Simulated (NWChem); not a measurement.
C4H7F; SMILES C[C@H]1C[C@@H]1F

Results from NWChem. Pople sets run with spherical d functions. Geometry: optimised at B3LYP/6-31G* (spherical d).

For level PBE/6-31+G*:

| Quantity | Value |
|---|---|
| orbital gap (eV) | 6.44 |

How do the values read with level PBE/6-311++G** instead?


- orbital gap (eV): 6.17
